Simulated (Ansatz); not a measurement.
C2H5BOSi. The species carries charge 0 and has multiplicity 1. The bonds changed during the relaxation, so this is another structure than the one it started from.

```
atom    x (Å)    y (Å)    z (Å)
  O1   2.4760   1.3159   0.2626
  C2   1.3777   1.0421   0.4196
  B3  -0.0187   0.6451   0.6459
  C4  -0.9651   0.2929  -0.6249
 Si5  -0.0490  -1.2212  -0.1230
  H6  -0.4001   0.8090   1.7662
  H7  -2.0242   0.3643  -0.4008
  H8  -0.7156   0.7237  -1.5899
  H9   1.0303  -1.6894  -1.0193
 H10  -0.7114  -2.2824   0.6635
```

What are the harmonic wavenumbers in cm⁻¹ at PBE0-D4/def2-TZVP (Ansatz, finite differences of forces, unscaled)? (Best estimate.)

The calculation gave: 106, 158, 420, 474, 506, 537, 577, 584, 667, 680, 792, 844, 888, 910, 924, 972, 1160, 1397, 2160, 2254, 2279, 2629, 3139, 3219.

Is this a minimum?

Yes, all 24 modes are real.

Give the ideal-gas thermochemistry at 298.15 K and 1 bar (rigid rotor, harmonic oscillator; point group C1, symmetry number 1).

Zero-point energy 169.1 kJ/mol; H(298) − E = 187.6 kJ/mol; entropy 321.5 J/(mol·K), of which translation 164.1, rotation 109.8, vibration 47.5; G(298) − E = 91.8 kJ/mol.

Rotational constants (cm⁻¹)?

0.2815, 0.08818, 0.07618.
